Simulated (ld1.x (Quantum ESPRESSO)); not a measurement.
**Transferability test, ultrasoft potential for aluminium (Al)**

| Property | Result |
| --- | --- |
| Element | Al (Z = 13) |
| Generator | ld1.x (Quantum ESPRESSO) 7.5 |
| Type | ultrasoft |
| Functional | revPBE |
| Relativity | non-relativistic |
| Frozen core | [Ne] |
| Valence charge | 3 |
| Reference configuration | 3s1.75 3p1.25 |
| Partial waves | 3s (bound): rcut 1.95, rcutus 2.10 bohr; 3s channel at 0.05 Ry: rcut 1.95, rcutus 2.10 bohr; 3p (bound): rcut 1.85, rcutus 2.00 bohr; 3p channel at 3.35 Ry: rcut 1.85, rcutus 2.00 bohr; 3d channel at 0.1 Ry: rcut 1.70, rcutus 2.10 bohr; 3d channel at 1.8 Ry: rcut 1.70, rcutus 2.10 bohr |
| Local potential | all-electron potential smoothed inside 2.00 bohr (lloc = -1) |
| Core correction | none |
| Augmentation charge | PSQ, radius 1.75 bohr |

Energies are relative to the spin-unpolarised reference configuration 3s1.75 3p1.25; without spin polarisation the order of configurations can differ from experiment.

| valence configuration | charge | ΔE all-electron (eV) | error AE − PS (meV) |
| --- | --- | --- | --- |
| 3s2 3p1 | 0 | -1.254 | +0.4 |
| 3s2 3p0 | +1 | 4.503 | 0.0 |
| 3s1 3p0 | +2 | 23.622 | -38 |
| 3s2 3p1.3 | -0.3 | -1.827 | -0.1 |
| 3s1 3p2 | 0 | 3.828 | +5.1 |
| 3s1 3p1 | +1 | 10.249 | -3.2 |
| 3s2 3p0.5 | +0.5 | 0.829 | +1.1 |
